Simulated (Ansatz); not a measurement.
Cl₂Sn, charge +1, doublet (typed; the unrestricted solution is spin-contaminated), at a GFN2-xTB geometry (such geometries of metal compounds can be far from the true shape) (a state made from the parent by changing its charge; the spin is typed, not shown lowest) (core potentials on Sn); HF/def2-SVP (Ansatz, a program for electronic structure).

Here is a job for Ansatz.
Ansatz 0.2 input:
```yaml
crystal:
  periodic: [false, false, false]
  atoms:
    - {symbol: Sn, position_ang: [0.00755256, -0.00709993, 0.44602132]}
    - {symbol: Cl, position_ang: [1.31419946, 1.64977004, -0.65225992]}
    - {symbol: Cl, position_ang: [-1.33641287, -1.62888789, -0.65956749]}
basis:
  gaussian:
    orbitals: def2-SVP
    occupation: {up: {"A1": 13, "A2": 3, "B1": 4, "B2": 8}, down: {"A1": 11, "A2": 3, "B1": 4, "B2": 9}}
hamiltonian:
  xc: hf
total_charge: 1
magnetization: {spin_polarized: true, initial_magnetization: 1}
```

The log (banner, timings and long lists left out):

```
Functional definition: HF
the irreps are read with x along [0.777, -0.628, -0.023], y along [-0.629, -0.778, -0.002] and z along [-0.017, 0.016, -1.000] of the geometry given
658 factors; integrals over basis functions are off by at most 2.5e-4 eV
mean field evaluation 1: about -30790.6882 eV, gradient 1.2e1 eV
mean field evaluation 2: about -30791.9136 eV, gradient 6.6e-1 eV
mean field evaluation 4: about -30791.9390 eV, gradient 9.0e-2 eV
mean field evaluation 8: about -30791.9391 eV, gradient 1.9e-6 eV
mean field -30791.93908823 eV, -1131.5828899665 hartree, gradient 1.9e-6 eV, S^2 1.776037; 0 other end points of the search recorded, 0 dependent functions left out
reference -30791.93908823 eV, -1131.5828899665 hartree; 28, 27 occupied and 34, 35 virtual orbitals, 658 factors
Total energy: -30791.93908823 eV, -1131.5828899665 hartree
```
